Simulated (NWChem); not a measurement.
Correlation energy of boron oxyfluoride (BFO)

SMILES: O=BF
```xyz
3

F      0.0000     0.0000    -1.1962
B      0.0000     0.0000     0.0865
O      0.0000     0.0000     1.2917
```
Charge 0, spin multiplicity 1.

The numbers come from NWChem runs, not from measurements. All single points use one geometry, from PBE0/def2-SVP, a minimum by its harmonic frequencies.

Basis set: cc-pVTZ. Each correlation energy counts from its own Hartree-Fock reference.

```json
[
 {"method": "RI-MP2", "correlation energy (mHa)": "-570.5", "difference from CCSD(T)": "+17.7"},
 {"method": "MP2", "correlation energy (mHa)": "-570.5", "difference from CCSD(T)": "+17.8"},
 {"method": "SCS-MP2", "correlation energy (mHa)": "-554.0", "difference from CCSD(T)": "+34.3"},
 {"method": "CR-CCSD[T]", "correlation energy (mHa)": "-585.4", "difference from CCSD(T)": "+2.8"},
 {"method": "CR-CCSD(T)", "correlation energy (mHa)": "-584.2", "difference from CCSD(T)": "+4.1"},
 {"method": "CCSD", "correlation energy (mHa)": "-567.0", "difference from CCSD(T)": "+21.2"},
 {"method": "CCSD+T(CCSD)", "correlation energy (mHa)": "-589.9", "difference from CCSD(T)": "-1.6"},
 {"method": "CCSD(T)", "correlation energy (mHa)": "-588.3", "difference from CCSD(T)": "0.0"}
]
```

The values span 35.9 mHa, from CCSD+T(CCSD) (lowest) to SCS-MP2 (highest). 

The correlated methods keep 3 core orbitals frozen. Coupled-cluster values serve here as a point of comparison, not as the truth.
